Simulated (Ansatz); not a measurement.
`N[SiH](F)S` and `N[SiH](F)[O][SbH2]` differ in one atom or group.

Ansatz, PBE0-D4/def2-TZVP geometries, multiplicity 1. Each molecule was computed in one conformer, which needn't be the lowest.

Elements past krypton have def2 core potentials.  Spin–orbit coupling is left out; it splits and shifts lone-pair levels of the heavy atoms by tenths of an eV.

```
                                        property  `N[SiH](F)S`
           HOMO energy (ωB97M-V/def2-TZVPP) / eV         -9.88
         HOMO–LUMO gap (ωB97M-V/def2-TZVPP) / eV         11.95
              LUMO energy (PBE0/def2-TZVPP) / eV          0.40
              HOMO energy (PBE0/def2-TZVPP) / eV         -7.67
             LUMO energy (B3LYP/def2-TZVPP) / eV          0.11
size of the dipole moment (B3LYP/def2-TZVPP) / D          1.55
```

Problem. What does the change do to each property? (An estimate is asked.)

Solution. Ansatz gave: 
```csv
property,`N[SiH](F)[O][SbH2]`,shift
HOMO energy (ωB97M-V/def2-TZVPP) / eV,-9.58,0.30
HOMO–LUMO gap (ωB97M-V/def2-TZVPP) / eV,10.10,-1.85
LUMO energy (PBE0/def2-TZVPP) / eV,-1.21,-1.61
HOMO energy (PBE0/def2-TZVPP) / eV,-7.44,0.23
LUMO energy (B3LYP/def2-TZVPP) / eV,-1.44,-1.55
size of the dipole moment (B3LYP/def2-TZVPP) / D,2.53,0.98
```

With PBE0 the HOMO rises by 0.23 eV and the LUMO falls by 1.61 eV, so the gap narrows by about 1.84 eV. PBE moves the HOMO by 0.10 eV and ωB97M-V by 0.30 eV. The zero-point energy changes by 22.7 kJ/mol with +6 modes. Dipoles are sizes alone; their direction can turn.

B3LYP here is the variant with VWN-RPA as its local correlation; programs differ in this.
